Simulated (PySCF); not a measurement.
Gas-phase reaction: 3 GaF₃ + 2 C₂F₅ ⇌ 3 GaF + 4 CF₄

Energies from PySCF, thermal terms from the rigid-rotor harmonic-oscillator model, ideal gas at 1 bar. † marks an energy on the PBE0/def2-TZVP geometry and frequencies; other levels use their own. MP2 and CCSD(T) freeze the core. 6-31G* has spherical d functions here. Open shells (unrestricted): C₂F₅ (multiplicity 2); the rest are closed-shell singlets. B3LYP is the form with VWN-RPA correlation. Ga: all electrons, no relativistic terms. C₂F₅: computed as isolated molecules; such fragments, hydroxides, amides, oligomers or adducts are transient or little studied in the gas. MP2 isn't extrapolated to the basis-set limit. CCSD(T) isn't extrapolated to the basis-set limit.

```tsv
level	ΔH°(298 K), kJ
B3LYP/6-31G*	-135
CCSD(T)/def2-SVP†	(withheld)
HF/def2-TZVP†	87
M06-2X/def2-TZVP†	52
MP2/def2-SVP†	65
MP2/def2-TZVPP†	117
PBE/def2-SVP	(withheld)
PBE/def2-TZVP†	-23
PBE0/def2-TZVP	(withheld)
r2SCAN/def2-TZVP†	(withheld)
ωB97X-V/def2-TZVP†	37
```

Task: Complete the blanks.

Result: 
- CCSD(T)/def2-SVP†, ΔH°(298 K), kJ: -3
- PBE/def2-SVP, ΔH°(298 K), kJ: -104
- PBE0/def2-TZVP, ΔH°(298 K), kJ: -8
- r2SCAN/def2-TZVP†, ΔH°(298 K), kJ: 66
